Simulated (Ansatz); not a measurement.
Reaction (formal exchange of groups at the Se–Sn bond): `C[O][SnH2][Se]C` + `[F][GeH3]` → `C[Se][GeH2][F]` + `C[O][SnH3]`

Program: Ansatz. Geometries: PBE0-D4/def2-TZVP. ΔE: electronic, gas phase. CBS: MP2 limit from def2 TZ/QZ plus the TZ coupled-cluster correction, frozen cores. Functionals use def2-TZVPP. B3LYP here is the variant with VWN-RPA as its local correlation; programs differ in this. def2 core potentials past Kr. For Ge, Se, Sn outer-core shells are correlated without core-valence functions, which leaves a few kJ/mol of doubt a bond. Scalar relativity is left out up to krypton. Each species was taken in one conformer, which may not be the lowest.

`C[O][SnH2][Se]C`:

```xyz
13

C     1.334    1.171    1.058
O     0.944    1.833   -0.115
Sn   -0.187    0.890   -1.420
Se   -2.119   -0.200   -0.235
C    -1.210   -1.879    0.212
H     1.925    1.864    1.665
H     0.474    0.848    1.661
H     1.960    0.289    0.856
H     0.770   -0.354   -2.104
H    -0.694    2.120   -2.475
H    -0.466   -1.717    0.988
H    -1.983   -2.551    0.582
H    -0.750   -2.313   -0.674
```

`[F][GeH3]`:

Z-matrix (Å, degrees):
```
Ge
F 1 1.742
H 1 1.533 2 106.2
H 1 1.533 2 106.3 3 120.0
H 1 1.533 2 106.2 3 -120.0
```

`C[Se][GeH2][F]`:

Z-matrix (Å, degrees):
```
C
Se 1 1.958
H 1 1.089 2 106.1
H 1 1.088 2 110.4 3 -118.6
H 1 1.087 2 110.1 3 118.7
Ge 2 2.320 1 96.8 3 175.9
F 6 1.746 2 109.5 1 71.0
H 6 1.532 2 109.6 1 -172.4
H 6 1.536 2 111.6 1 -43.7
```

`C[O][SnH3]`:

Z-matrix (Å, degrees):
```
C
O 1 1.402
H 1 1.100 2 112.6
H 1 1.094 2 108.4 3 118.9
H 1 1.100 2 112.6 3 -122.2
Sn 2 1.967 1 119.0 3 61.1
H 6 1.709 2 107.4 1 -59.6
H 6 1.698 2 103.8 1 -180.0
H 6 1.709 2 107.4 1 59.7
```

(1) Is it downhill or uphill in electronic energy at CCSD(T)/CBS, and by how much? (Best estimate.)

(2) What do these levels give: PBE-D4, B3LYP-D4, ωB97M-V, B2PLYP, PBE, r2SCAN, HF/def2-TZVPP, MP2/def2-TZVPP, CCSD/def2-TZVPP, CCSD(T)/def2-TZVPP, HF/def2-QZVPP, MP2/def2-QZVPP? (Best estimate.)

Largest T1 diagnostic among the species: 0.013.

Answers

(1) The calculation gave: Uphill: ΔE = +0.25 eV.

(2) Computed: PBE-D4 0.18, B3LYP-D4 0.20, ωB97M-V 0.17, B2PLYP 0.17, PBE 0.15, r2SCAN 0.16, HF/def2-TZVPP 0.16, MP2/def2-TZVPP 0.20, CCSD/def2-TZVPP 0.16, CCSD(T)/def2-TZVPP 0.17, HF/def2-QZVPP 0.17, MP2/def2-QZVPP 0.26 eV.

The D4 term adds +0.04 eV with B3LYP and +0.03 eV with PBE0; it sums over pairs of atoms, weighted by their polarisabilities, and B3LYP, whose exchange is more repulsive, gets the larger term.
